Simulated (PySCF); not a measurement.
## How methods differ on the ionisation energy of Zn²²⁺

Zn²²⁺ [He] 2s2 2p4 [2p1/2^2 2p3/2^2, M_J = 2] → Zn²³⁺ [He] 2s2 2p3 [2p1/2^2 2p3/2^1, M_J = 3/2], as a difference of total energies. All numbers are calculated (PySCF 2.14, the two-component X2C-1e Hamiltonian, in an uncontracted even-tempered set (18 s from 6.1 bohr⁻², ratio 2.4; 12 p from 7.9 bohr⁻², ratio 2.4; 5 d from 32 bohr⁻², ratio 2.6; 4 f from 48 bohr⁻², ratio 2.6)). Correlated levels: nothing frozen; the 36 highest virtual spinors dropped. "Screened" scales the spin-orbit matrix elements by Boettger's factors to mimic the two-electron term; Breit and QED terms are absent.

```
                    method  ionisation energy (eV)
           GHF (spin-free)                  2078.0
          GMP2 (spin-free)                  2079.6
 GHF (screened spin-orbit)                  2083.6
GMP2 (screened spin-orbit)                  2084.7
```

The labels give the starting determinants; with spin-orbit coupling the two ends relaxed to ⟨J²⟩ = 6.00, ⟨L²⟩ = 2.61, ⟨S²⟩ = 1.70 and ⟨J²⟩ = 3.76, ⟨L²⟩ = 0.54, ⟨S²⟩ = 3.09.

For comparison: 2085 ± 5 eV (semi-empirical (NIST evaluation); NIST Atomic Spectra Database, ionization energies).
